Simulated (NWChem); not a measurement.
Molecule: SiP3H7; SMILES P[SiH](P)P

```xyz
11

Si    -0.0358     0.0110     0.4957
P     -0.1017    -2.1217    -0.2782
P     -1.8231     1.2151    -0.2169
P      1.8045     1.1251    -0.2362
H     -0.1198    -0.0589     1.9882
H      0.2936    -1.7464    -1.5999
H      1.2327    -2.4373     0.1306
H     -2.7606     0.1701     0.0531
H     -1.6472     0.8348    -1.5837
H      2.7010     0.3777     0.5890
H      1.6688     2.1881     0.7103
```
Atoms are numbered in this order, from 1.

Program: NWChem. Pople sets run with spherical d functions. STO-3G and 3-21G are far too small for this property and stand as cheap habits. All runs use the structure optimised with PBE0/def2-SVP. GIAO values for the isolated, static molecule; σ is the absolute isotropic shielding, δ = σ(reference) − σ with the isolated reference molecule computed at the same levels (1H: tetramethylsilane, 31P: phosphine, 29Si: tetramethylsilane).

```json
[
 {"level": "B3LYP/6-31G*", "δ Si1 (ppm)": "10.3", "δ P2 (ppm)": "21.1", "δ P3 (ppm)": "5.4", "δ H5 (ppm)": "5.10", "δ H6 (ppm)": "1.73", "δ H7 (ppm)": "2.01", "δ H8 (ppm)": "1.91"},
 {"level": "Hartree-Fock/STO-3G", "δ Si1 (ppm)": "(withheld)", "δ P2 (ppm)": "(withheld)", "δ P3 (ppm)": "(withheld)", "δ H5 (ppm)": "(withheld)", "δ H6 (ppm)": "(withheld)", "δ H7 (ppm)": "(withheld)", "δ H8 (ppm)": "(withheld)"},
 {"level": "Hartree-Fock/6-31G*", "δ Si1 (ppm)": "-4.2", "δ P2 (ppm)": "0.7", "δ P3 (ppm)": "-11.2", "δ H5 (ppm)": "4.88", "δ H6 (ppm)": "1.67", "δ H7 (ppm)": "1.87", "δ H8 (ppm)": "1.87"}
]
```

### Question
Fill in the missing entries.

### Answer

- Hartree-Fock/STO-3G, δ Si1 (ppm): 8.9
- Hartree-Fock/STO-3G, δ P2 (ppm): -16.7
- Hartree-Fock/STO-3G, δ P3 (ppm): -23.0
- Hartree-Fock/STO-3G, δ H5 (ppm): 1.28
- Hartree-Fock/STO-3G, δ H6 (ppm): -0.25
- Hartree-Fock/STO-3G, δ H7 (ppm): -0.28
- Hartree-Fock/STO-3G, δ H8 (ppm): -0.20
